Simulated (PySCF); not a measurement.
H4HfO4, charge +1, quartet, at the geometry of the source list (the multiplicity is a formal guess) (core potentials on Hf); PySCF with DF-B3LYP/def2-TZVP.

The PySCF input:
```python
from pyscf import gto, scf, dft

mol = gto.Mole()
mol.atom = '''
    Hf    0.03150000   -0.21370000   -0.03530000
    O     1.54540000   -0.43880000   -1.10870000
    H     2.14800000    0.31340000   -1.13200000
    O     0.44270000    0.01220000    1.77320000
    H     0.34870000    0.93750000    2.02920000
    O    -0.61720000    1.44510000   -0.60730000
    H    -1.08080000    1.38450000   -1.45360000
    O    -1.31010000   -1.51260000   -0.15670000
    H    -1.50840000   -1.92750000    0.69120000
'''
mol.basis = 'def2-tzvp'
mol.ecp = {'Hf': 'def2-tzvp'}
mol.charge = 1
mol.spin = 3
mol.verbose = 4
mol.build()

mf = dft.ROKS(mol)
mf.xc = 'b3lyp'
mf = mf.density_fit(auxbasis='def2-universal-jkfit')
mf.kernel()
```

The log (banner, timings and long lists left out):

```
PySCF version 2.14.0

[INPUT] verbose = 4
[INPUT] num. atoms = 9
[INPUT] num. electrons = 47
[INPUT] charge = 1
[INPUT] spin (= nelec alpha-beta = 2S) = 3
[INPUT] symmetry False subgroup None
[INPUT] Mole.unit = angstrom
[INPUT] Symbol           X                Y                Z      unit          X                Y                Z       unit  Magmom
[INPUT]  1 Hf     0.031500000000  -0.213700000000  -0.035300000000 AA    0.059526372924  -0.403834472820  -0.066707332197 Bohr   0.0
[INPUT]  2 O      1.545400000000  -0.438800000000  -1.108700000000 AA    2.920382752903  -0.829211823459  -2.095139354305 Bohr   0.0
[INPUT]  3 H      2.148000000000   0.313400000000  -1.132000000000 AA    4.059131715566   0.592240167439  -2.139169973008 Bohr   0.0
[INPUT]  4 O      0.442700000000   0.012200000000   1.773200000000 AA    0.836581755345   0.023054658720   3.350862364079 Bohr   0.0
[INPUT]  5 H      0.348700000000   0.937500000000   2.029200000000 AA    0.658947499636   1.771618241780   3.834632251967 Bohr   0.0
[INPUT]  6 O     -0.617200000000   1.445100000000  -0.607300000000 AA   -1.166338964082   2.730843222609  -1.147630675448 Bohr   0.0
[INPUT]  7 H     -1.080800000000   1.384500000000  -1.453600000000 AA   -2.042415995430   2.616325819460  -2.746905894668 Bohr   0.0
[INPUT]  8 O     -1.310100000000  -1.512600000000  -0.156700000000 AA   -2.475730195793  -2.858399736017  -0.296120083719 Bohr   0.0
[INPUT]  9 H     -1.508400000000  -1.927500000000   0.691200000000 AA   -2.850462886294  -3.642447105099   1.306178697299 Bohr   0.0

nuclear repulsion = 219.21513522173
number of shells = 74
number of NR pGTOs = 278
number of NR cGTOs = 188
basis = def2-tzvp
ecp = {'Hf': 'def2-tzvp'}

******** <class 'pyscf.df.df_jk.DFROKS'> ********
method = DFROKS
initial guess = minao
damping factor = 0
level_shift factor = 0
DIIS = <class 'pyscf.scf.diis.CDIIS'>
diis_start_cycle = 1
diis_space = 8
diis_damp = 0
SCF conv_tol = 1e-09
SCF conv_tol_grad = None
SCF max_cycles = 50
direct_scf = False
num. doubly occ = 22  num. singly occ = 3
XC library pyscf.dft.libxc version 7.1.2
    S. Lehtola, C. Steigemann, M. J. T. Oliveira, and M. A. L. Marques,  SoftwareX 7, 1–5 (2018)
XC functionals = b3lyp
    P. J. Stephens, F. J. Devlin, C. F. Chabalowski, and M. J. Frisch,  J. Phys. Chem. 98, 11623 (1994)
radial grids:
    Treutler-Ahlrichs [JCP 102, 346 (1995); DOI:10.1063/1.469408] (M4) radial grids

becke partition: Becke, JCP 88, 2547 (1988); DOI:10.1063/1.454033
pruning grids: <function nwchem_prune>
grids dens level: 3
symmetrized grids: False
atomic radii adjust function: <function treutler_atomic_radii_adjust>
small_rho_cutoff = 0
Set gradient conv threshold to 3.16228e-05
tot grids = 119352
******** <class 'pyscf.df.df.DF'> ********
auxbasis = def2-universal-jkfit
init E= -331.811475965815
  HOMO = -0.252555709581203  LUMO = -0.236204353167109  gap/eV = 0.44494
cycle= 1 E= -350.739370889026  delta_E= -18.9  |g|= 1.18  |ddm|= 6.36
  HOMO = -0.190971739142839  LUMO = -0.137016086609989  gap/eV = 1.46821
cycle= 2 E= -349.444156992409  delta_E=  1.3  |g|= 2.11  |ddm|= 2.93

WARN: HOMO -0.157655522561563 >= LUMO -0.456773843662472

cycle= 3 E= -348.169676696192  delta_E= 1.27  |g|= 2.61  |ddm|= 3.56

WARN: HOMO -0.152363366102807 >= LUMO -0.229314425514612

cycle= 4 E= -350.532758086892  delta_E= -2.36  |g|= 1.28  |ddm|= 3.55

WARN: HOMO -0.180405746090301 >= LUMO -0.228465177958693

cycle= 5 E= -350.588109636096  delta_E= -0.0554  |g|= 1.09  |ddm|= 2.59
  HOMO = -0.230734347799604  LUMO = -0.215371299338802  gap/eV = 0.41805
cycle= 6 E= -350.610140573143  delta_E= -0.022  |g|=  1.1  |ddm|= 1.95
  HOMO = -0.231364981247122  LUMO = -0.209696640272066  gap/eV = 0.58963
cycle= 7 E= -350.327841791385  delta_E= 0.282  |g|= 1.33  |ddm|= 0.921
  HOMO = -0.234655870375537  LUMO = -0.205020401952861  gap/eV = 0.80642
cycle= 8 E= -350.960559480578  delta_E= -0.633  |g|= 0.454  |ddm|= 0.902
  HOMO = -0.254427086994117  LUMO = -0.219578950460612  gap/eV = 0.94827
cycle= 9 E= -350.999274382525  delta_E= -0.0387  |g|= 0.31  |ddm|= 0.418
  HOMO = -0.242766354542276  LUMO = -0.202914101326815  gap/eV = 1.08444
cycle= 10 E= -351.011977144877  delta_E= -0.0127  |g|= 0.252  |ddm|= 0.18
  HOMO = -0.246773850409785  LUMO = -0.196433850910417  gap/eV = 1.36982
cycle= 11 E= -350.376976941383  delta_E= 0.635  |g|=  1.3  |ddm|= 0.925
  HOMO = -0.243499850839786  LUMO = -0.199426811556428  gap/eV = 1.19929
cycle= 12 E= -351.013756979607  delta_E= -0.637  |g|= 0.256  |ddm|= 0.907
  HOMO = -0.244357602386547  LUMO = -0.202604981348898  gap/eV = 1.13615
cycle= 13 E= -351.001964843259  delta_E= 0.0118  |g|= 0.319  |ddm|= 0.0992
  HOMO = -0.243465077760874  LUMO = -0.201381673186127  gap/eV = 1.14515
cycle= 14 E= -351.01305532565  delta_E= -0.0111  |g|= 0.252  |ddm|= 0.116
  HOMO = -0.244841192467277  LUMO = -0.202754963531333  gap/eV = 1.14522
cycle= 15 E= -351.017572855574  delta_E= -0.00452  |g|= 0.22  |ddm|= 0.0967
  HOMO = -0.243973044328776  LUMO = -0.201748884031314  gap/eV = 1.14898
cycle= 16 E= -351.010401309498  delta_E= 0.00717  |g|= 0.279  |ddm|= 0.17
  HOMO = -0.24560264348295  LUMO = -0.204277066759115  gap/eV = 1.12453
cycle= 17 E= -351.018338340535  delta_E= -0.00794  |g|= 0.222  |ddm|= 0.133
  HOMO = -0.246269619445307  LUMO = -0.203907603293356  gap/eV = 1.15273
cycle= 18 E= -351.022609134559  delta_E= -0.00427  |g|= 0.181  |ddm|= 0.161
  HOMO = -0.245951997894661  LUMO = -0.203452453706216  gap/eV = 1.15647
cycle= 19 E= -351.024134086276  delta_E= -0.00152  |g|= 0.173  |ddm|= 0.0702
  HOMO = -0.248366189496888  LUMO = -0.204195000025518  gap/eV = 1.20196
cycle= 20 E= -351.028032503947  delta_E= -0.0039  |g|= 0.119  |ddm|= 0.207
  HOMO = -0.246186268867223  LUMO = -0.201865847365571  gap/eV = 1.20602
cycle= 21 E= -351.02277174799  delta_E= 0.00526  |g|= 0.189  |ddm|= 0.203
  HOMO = -0.244596252634125  LUMO = -0.201729258964793  gap/eV = 1.16647
cycle= 22 E= -351.023776388961  delta_E= -0.001  |g|= 0.196  |ddm|= 0.172
  HOMO = -0.244503163872157  LUMO = -0.202387841891849  gap/eV = 1.14602
cycle= 23 E= -351.022633622596  delta_E= 0.00114  |g|= 0.203  |ddm|= 0.0786
  HOMO = -0.242793247649889  LUMO = -0.199937709137089  gap/eV = 1.16616
cycle= 24 E= -351.031477619057  delta_E= -0.00884  |g|= 0.0862  |ddm|= 0.18
  HOMO = -0.245650165602985  LUMO = -0.204654079641632  gap/eV = 1.11556
cycle= 25 E= -351.030595527222  delta_E= 0.000882  |g|= 0.108  |ddm|= 0.181
  HOMO = -0.243706851938132  LUMO = -0.202936021386872  gap/eV = 1.10943
cycle= 26 E= -351.033682487004  delta_E= -0.00309  |g|= 0.052  |ddm|= 0.0911
  HOMO = -0.244640723623156  LUMO = -0.204207706130401  gap/eV = 1.10024
cycle= 27 E= -351.034437386594  delta_E= -0.000755  |g|= 0.0193  |ddm|= 0.0586
  HOMO = -0.244475275003872  LUMO = -0.204174632340461  gap/eV = 1.09664
cycle= 28 E= -351.034538042831  delta_E= -0.000101  |g|= 0.00987  |ddm|= 0.0197
  HOMO = -0.24448143084701  LUMO = -0.204183969110044  gap/eV = 1.09655
cycle= 29 E= -351.034562322709  delta_E= -2.43e-05  |g|= 0.00877  |ddm|= 0.0118
  HOMO = -0.244513580892871  LUMO = -0.204236865761271  gap/eV = 1.09599
cycle= 30 E= -351.03457692093  delta_E= -1.46e-05  |g|= 0.00658  |ddm|= 0.00742
  HOMO = -0.244718535869726  LUMO = -0.204444109982674  gap/eV = 1.09592
cycle= 31 E= -351.034599373249  delta_E= -2.25e-05  |g|= 0.00732  |ddm|= 0.0243
  HOMO = -0.244566737877694  LUMO = -0.204328166896993  gap/eV = 1.09495
cycle= 32 E= -351.034616164842  delta_E= -1.68e-05  |g|= 0.00432  |ddm|= 0.0106
  HOMO = -0.24461221034473  LUMO = -0.204412284783508  gap/eV = 1.09390
cycle= 33 E= -351.034624978038  delta_E= -8.81e-06  |g|= 0.003  |ddm|= 0.0117
  HOMO = -0.24456461707253  LUMO = -0.204403293000532  gap/eV = 1.09285
cycle= 34 E= -351.034630318423  delta_E= -5.34e-06  |g|= 0.00173  |ddm|= 0.00907
  HOMO = -0.244530409273974  LUMO = -0.204396726655428  gap/eV = 1.09209
cycle= 35 E= -351.034633419217  delta_E= -3.1e-06  |g|= 0.000591  |ddm|= 0.00645
  HOMO = -0.244548104357662  LUMO = -0.204415313761725  gap/eV = 1.09207
cycle= 36 E= -351.03463444442  delta_E= -1.03e-06  |g|= 0.000683  |ddm|= 0.00321
  HOMO = -0.244540947526193  LUMO = -0.204414722295546  gap/eV = 1.09189
cycle= 37 E= -351.034636395035  delta_E= -1.95e-06  |g|= 0.000764  |ddm|= 0.00693
  HOMO = -0.244542521480856  LUMO = -0.204417159722951  gap/eV = 1.09187
cycle= 38 E= -351.034637106538  delta_E= -7.12e-07  |g|= 0.000617  |ddm|= 0.00245
  HOMO = -0.244596198051461  LUMO = -0.204472075318453  gap/eV = 1.09183
cycle= 39 E= -351.034640313757  delta_E= -3.21e-06  |g|= 0.000705  |ddm|= 0.0176
  HOMO = -0.244582958125356  LUMO = -0.204449902540613  gap/eV = 1.09208
cycle= 40 E= -351.034640759471  delta_E= -4.46e-07  |g|= 0.000276  |ddm|= 0.00321
  HOMO = -0.244598071203576  LUMO = -0.20446953589633  gap/eV = 1.09195
cycle= 41 E= -351.034641108266  delta_E= -3.49e-07  |g|= 0.000338  |ddm|= 0.0051
  HOMO = -0.244605201981226  LUMO = -0.204478563040581  gap/eV = 1.09190
cycle= 42 E= -351.034641261406  delta_E= -1.53e-07  |g|= 0.00028  |ddm|= 0.00427
  HOMO = -0.244599717207862  LUMO = -0.204471608540427  gap/eV = 1.09194
cycle= 43 E= -351.034641295708  delta_E= -3.43e-08  |g|= 0.000104  |ddm|= 0.00232
  HOMO = -0.24459787278963  LUMO = -0.204470689791229  gap/eV = 1.09192
cycle= 44 E= -351.034641298222  delta_E= -2.51e-09  |g|= 7.16e-05  |ddm|= 0.000398
  HOMO = -0.24459506152235  LUMO = -0.204469467765957  gap/eV = 1.09187
cycle= 45 E= -351.034641299677  delta_E= -1.45e-09  |g|= 2.75e-05  |ddm|= 0.000236
  HOMO = -0.244592175966503  LUMO = -0.204467781250358  gap/eV = 1.09184
cycle= 46 E= -351.034641300149  delta_E= -4.72e-10  |g|= 2.19e-05  |ddm|= 0.000115
  HOMO = -0.244592652622384  LUMO = -0.204469925321469  gap/eV = 1.09180
Extra cycle  E= -351.034641295506  delta_E= 4.64e-09  |g|= 0.000131  |ddm|= 9.94e-05
converged SCF energy = -351.034641295506
```
